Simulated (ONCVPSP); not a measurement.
## Configuration tests for vanadium (V) (ONCV)

* Element: V (Z = 23)
* Generator: ONCVPSP 4.0.1
* Type: optimised norm-conserving Vanderbilt (ONCV)
* Functional: PW91
* Relativity: scalar-relativistic
* Frozen core: [Ne]
* Valence charge: 13
* Reference configuration: 3s2 3p6 3d2 (charge +3)
* Partial waves: 3s: rc 0.90 bohr, ncon 4, nbas 9, qcut 5.9 1/bohr, 2 projectors, debl 1.3 Ha; 3p: rc 1.50 bohr, ncon 4, nbas 9, qcut 10.6 1/bohr, 2 projectors, debl 0.5 Ha; 3d: rc 2.00 bohr, ncon 4, nbas 9, qcut 8.6 1/bohr, 3 projectors, debl 2.9 Ha
* Local potential: polynomial inside 0.80 bohr (lpopt 5, dvloc0 3 Ha)
* Core correction: none

In the s channel the program set the typed energies aside and used -3.816, 0.250 Ha. In the p channel the program set the typed energies aside and used -2.844, 0.250 Ha.

Energies are relative to the spin-unpolarised reference configuration 3s2 3p6 3d2; without spin polarisation the order of configurations can differ from experiment.

Give the all-electron excitation energy and the error of the potential for: 3s2 3p6 3d3 4s2; 3s2 3p6 3d3 4s1; 3s2 3p6 3d3; 3s2 3p6 3d3 4p1.

| valence configuration | charge | ΔE all-electron (eV) | error AE − PS (meV) |
| --- | --- | --- | --- |
| 3s2 3p6 3d3 4s2 | 0 | -51.106 | +85 |
| 3s2 3p6 3d3 4s1 | +1 | -43.320 | +110 |
| 3s2 3p6 3d3 | +2 | -28.997 | +142 |
| 3s2 3p6 3d3 4p1 | +1 | -39.202 | +124 |
